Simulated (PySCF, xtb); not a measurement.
C₆H₈, SMILES C#CC1(C)CC1.

xtb 6.7.1 with GFN2-xTB at its own geometry gives an orbital gap of 6.24 eV and a dipole moment of 0.67 D.

Geometry: ωB97X-D3(BJ)/def2-SVP.

Question: What does PBE0/def2-TZVP in PySCF give? (The exact figures need the calculation; the answer reports its results.)

Answer: gap 8.26 eV (levels -7.12 and 1.14 eV), dipole 0.88 D.
